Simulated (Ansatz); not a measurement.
Molecule: MoBr5 (charge +1, singlet). The spin state was set by rule; other spins were not relaxed. SMILES of the parent species: [Br][Mo]([Br])([Br])([Br])[Br]
Geometry from a B3LYP-D3(BJ)/def2-TZVP (Ansatz, a first-principles code) optimisation:
```
Mo
Br 1 2.3700
Br 1 2.3700 2 120.00
Br 1 2.3700 2 120.00 3 180.00
Br 1 2.4232 2 90.00 3 -90.00
Br 1 2.4232 2 90.00 5 180.00
```
Charge +1, spin multiplicity 1.

Parts of the frozen-core correlation energy in def2-QZVPPD (Ansatz, hartree). Frozen orbitals: 74; correlated occupied orbitals by spin: 20 and 20; virtual: 477 and 477. Spin-orbit coupling is left out. Past Kr the def2 sets carry scalar-relativistic core potentials.

```tsv
term	value
reference (HF)	-12929.64428
MP2 opposite-spin	[?]
MP2 same-spin	-0.35583
CCSD correlation	[?]
(T)	[?]
T1 diagnostic	0.035
largest doubles amplitude	0.055
```

Task: Some entries are withheld; supply them.

Result: 
- MP2 opposite-spin, value: -0.91974
- CCSD correlation, value: -1.22409
- (T), value: -0.10200
